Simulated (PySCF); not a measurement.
Species: SiH2(NHMe)2, C2H10N2Si.
SMILES: `CN[SiH2]NC`

The closed-shell ground state was solved at several levels (PySCF, density fitting, gas phase, non-relativistic). One conformer (not necessarily the lowest) at the PBE0-D3(BJ)/def2-SVP geometry, without solvent, vibrations or thermal averaging.

```csv
level,basis functions,HOMO (eV),LUMO (eV),gap (eV),dipole (D)
KT2/pcSseg-1,142,-5.28,0.35,5.63,1.10
CAM-B3LYP/def2-SVPD,184,-7.98,1.32,9.30,0.97
```

Question: Estimate the row for PBE0/pcSseg-1, a basis of 142 functions; the other rows only guide the guess.

Answer: HOMO -6.53 eV, LUMO 1.33 eV, gap 7.86 eV, dipole 1.08 D.

Question: Over all these levels, which gives the widest orbital gap and which the narrowest?

Answer: CAM-B3LYP/def2-SVPD (range-separated hybrid) has the widest, 9.30 eV, and KT2/pcSseg-1 (GGA) the narrowest, 5.63 eV. Functional and basis both differ between the two, so the spread mixes both effects.

Question: How far do the dipole and the HOMO energy spread over the levels?

Answer: The dipole runs from 0.97 to 1.10 D (mean 1.05 D) and the HOMO from -7.98 to -5.28 eV.
